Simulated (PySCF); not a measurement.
CHOS, SMILES [OH+]=C=S, charge +1. Atoms are numbered in the order given.

```xyz
4

O     -0.1074    -1.6248     0.0000
C      0.0051    -0.3989     0.0000
S      0.0082     1.0989     0.0000
H      0.6974    -2.1907     0.0000
```
Charge +1, spin multiplicity 1.

Geometry: B3LYP-D3(BJ)/def2-TZVP. The isomer is the one that the SMILES or the coordinates give; other isomers of the formula were not compared.

Method: PySCF with TDA-PBE/def2-SVPD.

Vertical excitations. The molecule is in vacuum. State labels are in the subgroup Cs.

```tsv
state	symmetry	energy (eV)	λ (nm)	f	main pairs
S1	A"	5.10	243	0.000	HOMO→LUMO 98 %
S2	A'	5.89	210	0.000	HOMO−1→LUMO 51 %, HOMO→LUMO+1 49 %
S3	A"	6.32	196	0.000	HOMO−1→LUMO+1 98 %
S4	A"	8.09	153	0.005	HOMO→LUMO+2 99 %
S5	A'	8.58	144	0.025	HOMO−1→LUMO+2 97 %
S6	A"	9.20	135	0.001	HOMO−3→LUMO 99 %
S7	A'	9.62	129	0.011	HOMO−2→LUMO 76 %, HOMO−3→LUMO+1 12 %
S8	A"	10.02	124	0.000	HOMO→LUMO+3 53 %, HOMO−2→LUMO+1 41 %
S9	A'	10.11	123	0.931	HOMO→LUMO+1 30 %, HOMO−1→LUMO 28 %, HOMO−2→LUMO+2 14 %, HOMO−2→LUMO+3 5 %
S10	A'	10.22	121	0.022	HOMO−4→LUMO 49 %, HOMO−3→LUMO+1 30 %, HOMO−2→LUMO 13 %
T1	A'	4.46	278	0	HOMO−1→LUMO 80 %, HOMO→LUMO+1 19 %
T2	A"	4.57	271	0	HOMO→LUMO 93 %
T3	A'	4.93	252	0	HOMO→LUMO+1 80 %, HOMO−1→LUMO 19 %
T4	A"	5.85	212	0	HOMO−1→LUMO+1 93 %
```
Triplets are in the Tamm–Dancoff approximation.
